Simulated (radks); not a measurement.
Values are calculated unless marked as measured or tabulated.
Radial electron density D(r) = 4 pi r^2 rho(r) of an atom or ion with 40 electrons. Code: a radial shooting solver on a logarithmic mesh with Libxc functionals. Model: scalar-relativistic Kohn-Sham, LDA (Slater exchange, VWN5 correlation), spin-polarised, spherical densities, finite nucleus; Fermi nuclear charge, rms radius of each element as measured or else 0.836 A^(1/3) + 0.57 fm.

```
   r/bohr * D(r) (the largest magnitude, 68.4, reaches the edge; | marks zero)
 0.003731 |      *
 0.004858 |          *
 0.006326 |               *
 0.008237 |                      *
  0.01073 |                             *
  0.01397 |                                    *
  0.01819 |                                          *
  0.02368 |                                            *
  0.03083 |                                          *
  0.04015 |                                      *
  0.05228 |                                      *
  0.06808 |                                            *
  0.08864 |                                                     *
   0.1154 |                                                      *
   0.1503 |                                            *
   0.1957 |                                   *
   0.2548 |                                       *
   0.3318 |                                          *
   0.4321 |                                *
   0.5626 |                *
   0.7326 |          *
    0.954 |          *
    1.242 |       *
    1.617 |   *
    2.106 |*
    2.743 *
    3.571 *
     4.65 *
```

What is the nuclear charge?

Answer. Z = 44. The innermost maximum, from 1s, lies near gamma/Z bohr with gamma = sqrt(1 - (Z/c)^2) = 0.947, here 0.0215 bohr (found: 0.0235), and its height grows with Z. The density is that of the ruthenium ion Ru4+ in [Kr] 4d4; the configuration itself is not fixed sharply by these data, and Z only to a few units. D(r) has 4 maxima, at r = 0.0235, 0.104, 0.319, 0.917 bohr, and minima at 0.0467, 0.205, 0.763 bohr, inside which lie 2.02, 11.08, 29.29 electrons.
